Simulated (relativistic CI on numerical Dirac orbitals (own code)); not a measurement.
# V3+: M2,3 absorption edge

Computed with this model: Dirac-Coulomb-Breit CI, orbitals from a KLI potential per configuration, QED by a radiative potential, valence Slater integrals scaled by 0.8, multiplet model of core-to-valence dipole absorption; configurations [Ar] 3d2 → [Ne] 3s2 3p5 3d3; 10 K; Lorentzian 0.48 eV and Gaussian 0.3 eV FWHM. Energies are those of the free ion, without screening or charge transfer. The branching ratio is the share of the lower-energy edge in the whole absorption, uncertain by about 0.02 where the edges overlap. S is read from ⟨S²⟩ = S(S + 1).

Field parameters in Wybourne normalisation: D3d B²₀ = −7Dσ, B⁴₀ = −14Dq − 21Dτ, B⁴₃ = −14√(10/7) Dq. The field is a parameter set, without covalency.

free ion: ground-state S = 1.00, centroid 50.93 eV. Peaks (eV, height): 43.6 (11), 46.8 (60), 50.1 (15), 52.1 (100), 55.0 (61).

D3d, 10Dq = 14950, Dσ = -1200, Dτ = -70 cm⁻¹: ground-state S = 1.00, centroid 51.19 eV. Peaks (eV, height): 45.5 (10), 48.3 (79), 51.8 (41), 53.4 (100), 56.7 (33).

D3d, 10Dq = 14950, Dσ = -860, Dτ = -70 cm⁻¹: ground-state S = 1.00, centroid 51.18 eV. Peaks (eV, height): 45.4 (10), 48.2 (75), 51.8 (35), 53.3 (100), 56.6 (31).

D3d, 10Dq = 14950, Dσ = -510, Dτ = -70 cm⁻¹: ground-state S = 1.00, centroid 51.17 eV. Peaks (eV, height): 45.3 (9), 48.2 (70), 51.8 (29), 53.3 (100), 56.5 (30).

D3d, 10Dq = 14950, Dσ = -170, Dτ = -70 cm⁻¹: ground-state S = 1.00, centroid 51.16 eV. Peaks (eV, height): 45.3 (9), 48.1 (64), 51.8 (24), 53.2 (100), 56.5 (28).

D3d, 10Dq = 14950, Dσ = 170, Dτ = -70 cm⁻¹: ground-state S = 1.00, centroid 51.15 eV. Peaks (eV, height): 45.2 (9), 48.1 (60), 51.7 (20), 53.1 (100), 56.5 (27).

Strongest unbroadened transitions for D3d, 10Dq = 14950, Dσ = 170, Dτ = -70 cm⁻¹:

| Energy (eV) | Relative strength |
| --- | --- |
| 47.59 | 18.5 |
| 47.89 | 33.4 |
| 47.90 | 49.4 |
| 48.06 | 24.9 |
| 48.07 | 51.4 |
| 48.23 | 34.9 |
| 51.67 | 31.7 |
| 52.71 | 42.8 |
| 53.05 | 29.7 |
| 53.09 | 100.0 |
| 53.10 | 87.2 |
| 53.23 | 64.3 |
| 53.26 | 55.4 |
| 53.27 | 15.1 |
| 53.83 | 51.1 |
| 56.37 | 17.1 |
| 56.38 | 54.9 |
| 56.80 | 27.9 |
